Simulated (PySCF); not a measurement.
Vanadium: a sound run and one with changed settings

Sound run: V⁺ [Ar] 3d4, V²⁺ [Ar] 3d3. Computed with PySCF 2.14 in pcseg-2 (6s4p3d2f1g, 56 functions), with the non-relativistic Hamiltonian (point nucleus). In the sound run the correlated levels freeze [Ar]. The sound run starts from symmetry-adapted Hartree-Fock orbitals and uses a fine grid where one is needed.

Changed run: all electrons correlated in a basis built for the valence shell.

```json
{"species": "V⁺", "method": "MP2", "sound run (hartree)": "-942.69647", "changed run (hartree)": "-942.98558", "converged": "yes"}
{"species": "V²⁺", "method": "MP2", "sound run (hartree)": "-942.18393", "changed run (hartree)": "-942.44486", "converged": "yes"}
```

Ionisation energy of V⁺:

| method | sound run (eV) | changed run (eV) |
| --- | --- | --- |
| UHF | 13.218 | 13.218 |
| MP2 | 13.947 | 14.714 |
| SCS-MP2 | 13.461 | 14.170 |

A valence basis has no tight correlating functions, so it recovers only part of the core correlation, and not evenly between atom and ion.

For comparison, NIST gives 14.634 ± 0.007 eV between the lowest levels.
